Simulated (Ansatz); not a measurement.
Stepwise reaction of `[Br][Ga]([Br])[Br]` with hydrogen fluoride, as a gas-phase model of exchange steps in deposition or etching. ΔE in kJ/mol; ΔG adds harmonic PBE0-D4 terms to CCSD(T)/CBS, at 1 bar.

Isolated molecules relaxed with PBE0-D4/def2-TZVP in Ansatz; ΔE leaves out vibrations. CCSD(T)/CBS adds triple-zeta CCSD(T) − MP2 to the extrapolated MP2 energy (def2 sets, frozen cores). This one scheme is used for every species. Functionals use def2-TZVPP. B3LYP here is the variant with VWN-RPA as its local correlation; programs differ in this. For Br, Ga outer-core shells are correlated without core-valence functions, which leaves a few kJ/mol of doubt a bond. Scalar relativity is left out up to krypton.

```csv
step,reaction,PBE-D4,B3LYP-D4,ωB97M-V,CCSD(T)/CBS,ΔG(400 K)
2,`[F][Ga]([Br])[Br]` + H–F → `[F][Ga]([F])[Br]` + HBr,48.6,46.9,46.4,53.3,45.4
3,`[F][Ga]([F])[Br]` + H–F → `[F][Ga]([F])[F]` + HBr,52.7,50.5,50.6,56.3,52.1
```

Q: Give the row of step 1, `[Br][Ga]([Br])[Br]` + H–F → `[F][Ga]([Br])[Br]` + HBr. (Estimate.)

A: Ansatz gave: 
| step | reaction | PBE-D4 | B3LYP-D4 | ωB97M-V | CCSD(T)/CBS | ΔG(400 K) |
| --- | --- | --- | --- | --- | --- | --- |
| 1 | `[Br][Ga]([Br])[Br]` + H–F → `[F][Ga]([Br])[Br]` + HBr | 46.0 | 45.0 | 44.0 | 51.8 | 40.0 |

Q: By hand: ΔE of the 3 steps together at CCSD(T)/CBS.

A: (51.8) + (53.3) + (56.3) = 161.4 kJ/mol, or 53.8 kJ/mol a step.

In ΔE the steps differ by no more than 4.5 kJ/mol. All are uphill at CCSD(T)/CBS. ΔG lies between 40.0 and 52.1 kJ/mol a step. PBE-D4 differs from CCSD(T)/CBS by -5.8 to -3.6 kJ/mol a step. Isolated molecules leave out the surface, adducts and barriers. Largest T1 diagnostic: 0.015.
